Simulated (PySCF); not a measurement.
Does the answer move with the share of exact exchange?

H₉NSi₄.
InChI=1S/H9NSi4/c1-2-4-5-3-1/h1H,2-5H2

PySCF, pcSseg-1 basis, density fitting, gas phase, PBE0-D3(BJ)/def2-SVP geometry. One functional is left out:

| functional | exact exchange (%) | HOMO energy (eV) | LUMO energy (eV) |
| --- | --- | --- | --- |
| B97-D | 0 | -6.11 | -1.25 |
| BLYP | 0 | -5.97 | -1.19 |
| BP86 | 0 | -6.23 | -1.48 |
| LDA | 0 | -6.18 | -1.54 |
| OPBE | 0 | -6.12 | -1.30 |
| PBE | 0 | -6.11 | -1.40 |
| B3LYP | 20 | -7.20 | -0.75 |
| B97-2 | 21 | -7.19 | -0.63 |
| PBE0 | 25 | -7.44 | -0.64 |
| BHandHLYP | 50 | -8.61 | 0.30 |

**Question.** Predict the row of mPW1PW91 (25 % exact exchange) by straight lines through the other rows, and check it.

**Answer.** 
```json
{"property": "HOMO energy (eV)", "line": "-7.39", "computed": "-7.48", "computed − line": "-0.09", "PBE0 (25 %), for comparison": "-7.44"}
{"property": "LUMO energy (eV)", "line": "-0.55", "computed": "-0.62", "computed − line": "-0.07", "PBE0 (25 %), for comparison": "-0.64"}
```

**Question.** Which of these properties follows the share of exact exchange most closely, and which least?

**Answer.** Most closely the HOMO energy, least the LUMO energy; the correlations over the tabulated rows are HOMO energy -0.997, LUMO energy 0.981. The HOMO energy moves by -0.505 eV for every 10 %. Functionals with the same share still differ in their other parts: at 0 % BLYP and BP86 differ by 0.26 eV in it.
